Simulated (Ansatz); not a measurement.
Consider the ligand exchange at the Si–N bond: `FCN[SiH2][SiH3]` + `O[SiH2]S` → `O[SiH2]S[SiH2][SiH3]` + `NCF`.

Program: Ansatz. Geometries: PBE0-D4/def2-TZVP. ΔE: electronic, gas phase. CCSD(T)/CBS adds triple-zeta CCSD(T) − MP2 to the extrapolated MP2 energy (def2 sets, frozen cores). DFT in def2-TZVPP. B3LYP here is the variant with VWN-RPA as its local correlation; programs differ in this. One conformer a species, not always the lowest.

CCSD(T)/CBS gives -25.9 kJ/mol.

**Question.** Another level gave -13.5 kJ/mol. Which?
A. B3LYP-D4/def2-TZVPP
B. CCSD/def2-TZVPP
C. HF/def2-TZVPP
D. PBE0/def2-TZVPP

**Answer.** C. HF/def2-TZVPP -13.5, CCSD/def2-TZVPP -19.1, PBE0 -28.7, B3LYP-D4 -23.1 kJ/mol.

Largest T1 diagnostic among the species: 0.012.

In def2-TZVPP, CCSD(T) changes the Hartree–Fock value by −8.1 kJ/mol (the triples alone add −2.5 kJ/mol) and MP2 by −12.5 kJ/mol. The D4 term adds −6.1 kJ/mol with B3LYP and −3.4 kJ/mol with PBE0; it sums over pairs of atoms, weighted by their polarisabilities, and B3LYP, whose exchange is more repulsive, gets the larger term.
